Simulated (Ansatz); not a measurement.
BBr₂F (`FB(Br)Br`) at its PBE0-D4/def2-TZVP geometry, where that method's forces vanish. Total charge 0; spin multiplicity 1.

```
atom   x (Å)   y (Å)   z (Å)
  F1  -1.219   0.494  -0.593
  B2  -0.115   0.046  -0.056
 Br3   0.089  -1.823   0.221
 Br4   1.246   1.283   0.428
```

(1) For each bond, give half the difference of the two atoms' forces along it (eV/Å; positive pushes the atoms apart) under PBE-D4, r2SCAN-D4, B3LYP-D4, ωB97M-V in def2-TZVPP. (Estimate.)

## Answers

(1) Ansatz gave: 
| bond | length (Å) | PBE-D4 | r2SCAN-D4 | B3LYP-D4 | ωB97M-V |
| --- | --- | --- | --- | --- | --- |
| F1–B2 | 1.307 | 0.56 | 0.14 | 0.11 | 0.16 |
| B2–Br3 | 1.901 | 0.04 | 0.03 | 0.13 | -0.01 |
| B2–Br4 | 1.901 | 0.04 | 0.03 | 0.13 | -0.01 |

B3LYP here is the variant with VWN-RPA as its local correlation; programs differ in this.
